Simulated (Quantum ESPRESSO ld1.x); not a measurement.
Input file for ld1.x (Quantum ESPRESSO 7.5):

```
 &input
    zed=43.0,
    iswitch=1,
    rel=1,
    lsd=1,
    dft='PZ',
    config='[Kr] 4d3 5s0 5p0',
    verbosity='high',
    prefix='ld1',
    max_out_wfc=37,
    file_charge='ld1.rho',
 /
```

Standard output:

```
     Program LD1 v.7.5 starts

     --------------------------- All-electron run ----------------------------

     scalar relativistic calculation

     atomic number is 43.00
     dft =PZ   lsd =1 sic =0 latt =0  beta=0.20 tr2=1.0E-14
     Exchange-correlation= PZ
                           (   1   1   0   0   0   0   0)
     mesh =2047 r(mesh) = 100.16310 a.u. xmin = -8.00 dx = 0.00800
     1 Ry =  13.60569312 eV, c = 137.03599908

     n l     nl                  e(Ry)          e(Ha)          e(eV)
     1 0     1S 1( 1.00)   -1535.239591224    -767.619795612 -20887.9987485
     2 0     2S 1( 1.00)    -222.119362697    -111.059681349  -3022.0878855
     2 1     2P 1( 3.00)    -199.303405718     -99.651702859  -2711.6609766
     3 0     3S 1( 1.00)     -41.525653698     -20.762826849   -564.9853009
     3 1     3P 1( 3.00)     -34.038937076     -17.019468538   -463.1233321
     4 0     4S 1( 1.00)      -8.829648904      -4.414824452   -120.1334934
     4 1     4P 1( 3.00)      -6.732874957      -3.366437479    -91.6054305
     3 2     3D 1( 5.00)     -21.889778448     -10.944889224   -297.8256081
     4 2     4D 1( 3.00)      -3.696605375      -1.848302688    -50.2948783
     5 0     5S 1( 0.00)      -2.850410264      -1.425205132    -38.7818073
     5 1     5P 1( 0.00)      -2.286762107      -1.143381053    -31.1129835
     1 0     1S 2( 1.00)   -1535.239391982    -767.619695991 -20887.9960376
     2 0     2S 2( 1.00)    -222.084156355    -111.042078178  -3021.6088789
     2 1     2P 2( 3.00)    -199.275891758     -99.637945879  -2711.2866301
     3 0     3S 2( 1.00)     -41.500652677     -20.750326339   -564.6451447
     3 1     3P 2( 3.00)     -34.011680815     -17.005840407   -462.7524918
     4 0     4S 2( 1.00)      -8.667894047      -4.333947023   -117.9327064
     4 1     4P 2( 3.00)      -6.563199059      -3.281599530    -89.2968723
     3 2     3D 2( 5.00)     -21.853186550     -10.926593275   -297.3277500
     4 2     4D 2( 0.00)      -3.523618081      -1.761809040    -47.9412663
     5 0     5S 2( 0.00)      -2.739902972      -1.369951486    -37.2782790
     5 1     5P 2( 0.00)      -2.199120527      -1.099560264    -29.9205590

     final scf error:  3.1E-15 reached in  20 iterations

     Etot =   -8555.675784 Ry,   -4277.837892 Ha, -116405.899175 eV
     Total magnetization:    3.00 Bohr mag.

     Ekin =    8832.376798 Ry,    4416.188399 Ha,  120170.608261 eV
     Encl =  -20493.844956 Ry,  -10246.922478 Ha, -278832.965382 eV
     Eh   =    3350.713217 Ry,    1675.356609 Ha,   45588.775777 eV
     Exc  =    -244.920843 Ry,    -122.460422 Ha,   -3332.317831 eV

     normalization and overlap integrals

     s(1S/1S) =  1.000000  <r> =   0.0343  <r2> =    0.0016  r(max) =   0.0223
     s(1S/2S) = -0.009480
     s(1S/3S) = -0.003848
     s(1S/4S) = -0.001625
     s(1S/5S) = -0.000733
     s(2S/2S) =  1.000000  <r> =   0.1498  <r2> =    0.0264  r(max) =   0.1268
     s(2S/3S) = -0.002327
     s(2S/4S) = -0.000951
     s(2S/5S) = -0.000427
     s(2P/2P) =  1.000000  <r> =   0.1304  <r2> =    0.0208  r(max) =   0.1005
     s(2P/3P) = -0.001904
     s(2P/4P) = -0.000719
     s(2P/5P) = -0.000319
     s(3S/3S) =  1.000000  <r> =   0.4161  <r2> =    0.1983  r(max) =   0.3734
     s(3S/4S) = -0.000612
     s(3S/5S) = -0.000269
     s(3P/3P) =  1.000000  <r> =   0.4168  <r2> =    0.2022  r(max) =   0.3645
     s(3P/4P) = -0.000507
     s(3P/5P) = -0.000220
     s(4S/4S) =  1.000000  <r> =   1.0437  <r2> =    1.2314  r(max) =   0.9444
     s(4S/5S) = -0.000155
     s(4P/4P) =  1.000000  <r> =   1.1419  <r2> =    1.4857  r(max) =   1.0149
     s(4P/5P) = -0.000124
     s(3D/3D) =  1.000000  <r> =   0.3991  <r2> =    0.1912  r(max) =   0.3106
     s(3D/4D) = -0.000317
     s(4D/4D) =  1.000000  <r> =   1.4363  <r2> =    2.3977  r(max) =   1.2102
     s(5S/5S) =  1.000000  <r> =   2.3971  <r2> =    6.4134  r(max) =   2.2407
     s(5P/5P) =  1.000000  <r> =   2.7068  <r2> =    8.2027  r(max) =   2.5264
     s(1S/1S) =  1.000000  <r> =   0.0343  <r2> =    0.0016  r(max) =   0.0223
     s(1S/2S) = -0.009481
     s(1S/3S) = -0.003848
     s(1S/4S) = -0.001633
     s(1S/5S) = -0.000713
     s(2S/2S) =  1.000000  <r> =   0.1498  <r2> =    0.0264  r(max) =   0.1268
     s(2S/3S) = -0.002327
     s(2S/4S) = -0.000955
     s(2S/5S) = -0.000415
     s(2P/2P) =  1.000000  <r> =   0.1304  <r2> =    0.0208  r(max) =   0.1005
     s(2P/3P) = -0.001904
     s(2P/4P) = -0.000722
     s(2P/5P) = -0.000308
     s(3S/3S) =  1.000000  <r> =   0.4160  <r2> =    0.1982  r(max) =   0.3734
     s(3S/4S) = -0.000615
     s(3S/5S) = -0.000261
     s(3P/3P) =  1.000000  <r> =   0.4167  <r2> =    0.2020  r(max) =   0.3645
     s(3P/4P) = -0.000509
     s(3P/5P) = -0.000213
     s(4S/4S) =  1.000000  <r> =   1.0409  <r2> =    1.2255  r(max) =   0.9444
     s(4S/5S) = -0.000152
     s(4P/4P) =  1.000000  <r> =   1.1395  <r2> =    1.4807  r(max) =   1.0068
     s(4P/5P) = -0.000121
     s(3D/3D) =  1.000000  <r> =   0.3988  <r2> =    0.1909  r(max) =   0.3106
     s(3D/4D) = -0.000317
     s(4D/4D) =  1.000000  <r> =   1.4439  <r2> =    2.4308  r(max) =   1.2006
     s(5S/5S) =  1.000000  <r> =   2.4408  <r2> =    6.6503  r(max) =   2.2587
     s(5P/5P) =  1.000000  <r> =   2.7709  <r2> =    8.5921  r(max) =   2.5672

     ------------------------ End of All-electron run ------------------------
```

Run on one thread of a shared host, so times are rough (Intel(R) Xeon(R) Processor @ 2.60GHz): 0.66 s of CPU time, 1.6 s wall, 20 iterations on 2047 mesh points.
